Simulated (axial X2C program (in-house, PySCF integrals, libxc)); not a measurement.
## What spin–orbit coupling does to NdAu

All values were computed with an in-house relativistic program for diatomic molecules. Spin-free means the one-electron spin-free X2C Hamiltonian; two-component (2c) means X2C with spin–orbit coupling and atomic mean-field two-electron Coulomb and Gaunt terms, so the difference of the two also holds small scalar two-electron terms. Basis: Au dyall-cv3z [13s14p9d6f4g], Nd dyall-cv3z [13s14p9d8f3g] (cores contracted in-house); Gaussian nuclei, density fitting, unrestricted open shells. Masses: Au 196.967 u, Nd 141.908 u.

Spin-free state: M_S = 5/2, Λ = 3 (beyond evenly filled blocks: 2 × σα, δ+α, δ-α, φ+α); fragments Au + Nd.

```tsv
level	Re (Å)	ωe (cm⁻¹)	De (eV)	μ (D)
PBE0	2.794	131.3	2.672	3.50
HF	3.045	104.5	0.961	3.37
TPSS	2.756	139.0	3.104	3.02
M06	2.870	122.6	1.835	5.03
PBEsol	2.706	145.1	3.334	3.03
```

Dipoles are positive if Nd is the positive end.

Two-component determinant lowest at the distance of the search:

Ω = 5/2 (⟨Sz⟩ = -2.49, ⟨Lz⟩ = 4.99 at PBE0); fragments Au + Nd.

| level | Re (Å) | ωe (cm⁻¹) | μ (D) |
| --- | --- | --- | --- |
| PBE0 | 2.788 | 131.7 | 3.55 |
| HF | 3.037 | 105.0 | 3.46 |
| TPSS | 2.743 | 140.4 | 3.15 |
| M06 | 2.864 | 123.2 | 4.94 |
| PBEsol | 2.695 | 144.1 | 3.11 |

From the two tables, how do the constants change at the PBE0 level (2c against spin-free)?

At the PBE0 level Re decreases by 0.006 Å and ωe increases by 0.4 cm⁻¹. The two determinants differ in configuration, so these shifts compare two states and are not the spin–orbit effect on one state.

The state is one determinant whose occupation by symmetry is held fixed; it was picked as the lowest of a PBE0 search that is not exhaustive. De is counted from the lowest determinant-based energies of the atoms at the same level, without counterpoise correction. De is not given where an atomic determinant may have missed its ground term or J level, or where the truncated virtual space spoils (T). Density functionals use the spin component along the axis (collinear). PBE0 can misorder states that lie within some tenths of an eV, so this need not be the ground state of the molecule. The nearest other spin-free determinant of the search, M_S = 5/2, Λ = 5, lies 0.03 eV up at the distance of the search. Without a current term, density functionals place determinants with orbital angular momentum somewhat too high. With several unpaired electrons one determinant need not be a pure state. A state of lower Ω lies just above, and one determinant can place such states too high, so the state shown need not be the lowest. The search has Ω = 1/2 only 0.07 eV up. At some level and bond length an empty orbital lies below a filled one. Some points did not converge and are left out. The stretched end of a curve changes character and is left out.
